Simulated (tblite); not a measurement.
A tight-binding relaxation on `CN1CCCN1C1CCC1`.

Computed with GFN2-xTB geometry optimisation, gas phase (tblite 0.8.0). Start geometry: from a force field or distance geometry. The command runs a driver script over a list of jobs; the input below is this job's line of settings and its coordinates in Å.

Command:
```bash
OMP_NUM_THREADS=1 python probes_run.py task.json out
```

Input:
```
{"job": {"kind": "relax", "xc": "GFN2-xTB", "basis": "xTB"}, "charge": 0, "multiplicity": 1}
C     -1.691200     1.623900    -0.756900
N     -1.277500     0.240700    -0.599000
C     -2.376700    -0.600200    -0.117500
C     -1.704200    -1.648800     0.697300
C     -0.624200    -0.859300     1.405300
N     -0.206400     0.170200     0.422300
C      1.021000    -0.288100    -0.269300
C      2.249300    -0.158400     0.689600
C      3.024400     0.387700    -0.527500
C      1.652800     0.874700    -1.064100
H     -0.893300     2.238100    -1.166400
H     -2.032100     2.076500     0.188800
H     -2.532300     1.686100    -1.462200
H     -2.941600    -1.026800    -0.960000
H     -3.088600    -0.026600     0.514800
H     -1.266300    -2.426800     0.074500
H     -2.383900    -2.133700     1.416800
H      0.182700    -1.504200     1.768600
H     -1.046500    -0.339900     2.275800
H      0.965300    -1.242500    -0.800700
H      2.139300     0.570800     1.505000
H      2.626800    -1.098700     1.096000
H      3.497400    -0.375300    -1.132300
H      3.745500     1.164600    -0.311400
H      1.539500     0.830700    -2.150900
H      1.399800     1.887900    -0.723400
```

Output:
```
step      E/eV     max force
  0    -846.11376    2.877
  1    -846.30572    0.926
  2    -846.36505    0.802
  3    -846.40874    0.465
  4    -846.42101    0.394
  5    -846.42919    0.219
  6    -846.43449    0.198
  7    -846.43894    0.175
  8    -846.44242    0.185
  9    -846.44510    0.109
... (136 lines left out)
146    -846.56046    0.033
147    -846.56060    0.034
148    -846.56073    0.024
149    -846.56082    0.013
150    -846.56088    0.013
151    -846.56091    0.010
152    -846.56094    0.010
153    -846.56096    0.011
154    -846.56098    0.010
155    -846.56100    0.008
```

«max force» is the largest atomic force in eV/Å.

Q: From which step on does the largest force stay under 0.1 eV/Å, and how much energy is left to gain from there?

A: From step 89 (0.061 eV/Å), 17.3 meV above the end.

Main results: energy lowered by 10.3 kcal/mol over 155 steps; largest atomic force 0.008 eV/Å at the end.

Q: Where do the atoms end?

A: 0.653 Å rms from the input after alignment:
```
atom  x, y, z in Å
C1    -1.9074    1.6877   -0.1286
N2    -1.1560    0.5116   -0.5230
C3    -1.9717   -0.7009   -0.5945
C4    -1.8396   -1.3930    0.7792
C5    -0.6972   -0.6052    1.4550
N6    -0.1224    0.2508    0.4163
C7     1.0240   -0.3421   -0.2416
C8     2.3299   -0.2401    0.5676
C9     3.0167    0.4009   -0.6472
C10    1.6487    0.5449   -1.3298
H11   -1.1995    2.4949    0.0457
H12   -2.5086    1.5444    0.7786
H13   -2.5672    1.9657   -0.9497
H14   -1.5671   -1.3344   -1.3891
H15   -3.0012   -0.4513   -0.8467
H16   -1.5880   -2.4466    0.6682
H17   -2.7620   -1.3207    1.3535
H18    0.0721   -1.2494    1.8781
H19   -1.0855    0.0364    2.2513
H20    0.8282   -1.3654   -0.5945
H21    2.2238    0.4450    1.4054
H22    2.7533   -1.1793    0.9185
H23    3.6804   -0.2861   -1.1685
H24    3.5510    1.3285   -0.4545
H25    1.5735    0.1715   -2.3479
H26    1.2508    1.5547   -1.2884
```

Q: How long does this job take on an Arm Neoverse N1 with one thread, on a shared host?

A: About 2.2 s.
Labels such as C1 count atoms from 1, the log's own numbers from 0.
